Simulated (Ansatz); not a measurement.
Calculation: frozen-core CCSD(T)/cc-pVTZ // PBE0-D3(BJ)/def2-TZVP in Ansatz (a first-principles code).

Ansatz 0.2 input:
```yaml
crystal:
  periodic: [false, false, false]
  atoms:
    - { symbol: S, position_ang: [0.296716, -1.653521, -1.299141] }
    - { symbol: Si, position_ang: [-0.00053, 0.000548, 0.003237] }
    - { symbol: S, position_ang: [1.83071, 1.080383, 0.035101] }
    - { symbol: S, position_ang: [-1.681692, 1.064617, -0.746405] }
    - { symbol: S, position_ang: [-0.447997, -0.489349, 2.023211] }
    - { symbol: H, position_ang: [1.410663, -2.068207, -0.668598] }
    - { symbol: H, position_ang: [1.399407, 1.966053, 0.951612] }
    - { symbol: H, position_ang: [-1.181891, 1.160689, -1.99196] }
    - { symbol: H, position_ang: [-1.630125, -1.056308, 1.720629] }
basis:
  gaussian: { orbitals: cc-pVTZ }
correlation:
  method: ccsd_t
```

Output:

```
Functional definition: HF
1292 factors; integrals over basis functions are off by at most 9.8e-4 eV
mean field evaluation 1: about -51198.3412 eV, gradient 2.3e1 eV
mean field evaluation 2: about -51198.7783 eV, gradient 2.3e1 eV
mean field evaluation 4: about -51200.9846 eV, gradient 3.8e0 eV
mean field evaluation 8: about -51201.0681 eV, gradient 2.4e-1 eV
mean field evaluation 16: about -51201.0685 eV, gradient 1.5e-6 eV
mean field -51201.06846555 eV, -1881.6045607782 hartree, gradient 1.5e-6 eV, S^2 0.000000; 0 other end points of the search recorded, 0 dependent functions left out
25 core orbitals not correlated
reference -51201.06846555 eV, -1881.6045607782 hartree; 16, 16 occupied and 185, 185 virtual orbitals, 1292 factors
second order -22.52788540 eV of doubles, -0.00000000 eV of singles
cycle   1  -23.72230369 eV  change    -1.2e0 eV  update   1.1e-1
cycle   2  -24.31469498 eV  change   -5.9e-1 eV  update   3.1e-2
cycle   3  -24.41656272 eV  change   -1.0e-1 eV  update   1.4e-2
cycle   4  -24.40924026 eV  change    7.3e-3 eV  update   3.3e-3
cycle   5  -24.40749266 eV  change    1.7e-3 eV  update   1.2e-3
cycle   6  -24.40702430 eV  change    4.7e-4 eV  update   3.8e-4
cycle   7  -24.40689222 eV  change    1.3e-4 eV  update   1.4e-4
cycle   8  -24.40693448 eV  change   -4.2e-5 eV  update   4.2e-5
cycle   9  -24.40694160 eV  change   -7.1e-6 eV  update   1.3e-5
perturbative correction -1.18856322 eV, -0.0436788928 hartree
Total energy: -51226.66397037 eV, -1882.5451782311 hartree
```

Cost: roughly 2.4 core-minutes.
